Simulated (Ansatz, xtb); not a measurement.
**Ranking isomers of C5H8Cl2Si**

5 gas-phase structures of C5H8Cl2Si, from a drawn sample of its isomers (lower ones may exist). Each was relaxed with GFN2-xTB:

A. `Cl[C@@H]1[C@H]2C[SiH2][C@]1(Cl)C2`, a singlet
B. `C[Si@H](Cl)C1=C(Cl)CC1`, a singlet
C. `C[C@@H]1[SiH2][C@@H](Cl)C=C1Cl`, a singlet
D. `ClC1=C[SiH2]C[C@H](Cl)C1`, a singlet
E. `C[C@@H]1[SiH2][C@H](Cl)C=C1Cl`, a singlet

Question: Which do you expect lowest at r2SCAN-D4/def2-SVP//GFN2-xTB, and how would the others follow?

Answer: Calculated order at r2SCAN-D4/def2-SVP//GFN2-xTB: B (0.000), D (0.560), E (0.971), C (0.996), A (1.400) eV. Less than 1 kcal/mol parts E and C, so the order within that pair means little.

Energies above the lowest of each column, in eV; the last columns are at r2SCAN-D4/def2-SVP geometries and were run for some of them only (a dash: not run or not comparable):

```csv
structure,GFN2-xTB,HF/STO-3G,r2SCAN-D4/def2-SVP//GFN2-xTB,r2SCAN-D4/def2-SVP,CCSD(T)/def2-SVP + ΔMP2/def2-TZVPP
B,0.000,0.000,0.000,0.000,0.000
D,0.322,0.445,0.560,0.603,0.598
E,0.536,0.744,0.971,0.969,0.948
C,0.547,0.738,0.996,–,–
A,0.533,0.555,1.400,–,–
```

Every level run on B puts it lowest or level with the lowest. Flexible structures stand in one conformer each, not always the lowest. Frequencies (GFN2-xTB) were run for B, D, E alone. ΔMP2 is the change of the MP2 energy from the smaller to the larger basis.

Over these structures GFN2-xTB departs from r2SCAN-D4/def2-SVP//GFN2-xTB by 0.224 eV on average once a common shift is removed. A GFN2-xTB relaxation took about 0.14 s and the r2SCAN-D4/def2-SVP//GFN2-xTB energy about 3.6 s on a shared host (Ansatz 0.2.0, xtb 6.7.1).
